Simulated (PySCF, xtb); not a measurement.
Al(Me)(F) (CH3AlF), SMILES [F][Al+][CH3], charge +1.

Harmonic wavenumbers (cm⁻¹) from GFN2-xTB (xtb) at its own minimum, in rising order: 220, 220, 568, 698, 698, 928, 1176, 1294, 1295, 2905, 2908, 2909.

Question: What does PySCF with ωB97X-D3(BJ)/def2-TZVP give at its own minimum? (The exact figures need the calculation; the answer reports its results.)

Answer: 155, 155, 596, 749, 749, 1011, 1245, 1426, 1426, 3065, 3165, 3165. Paired by order, the mean absolute difference is 112 cm⁻¹ and the zero-point energies are 22.6 and 24.2 kcal/mol.
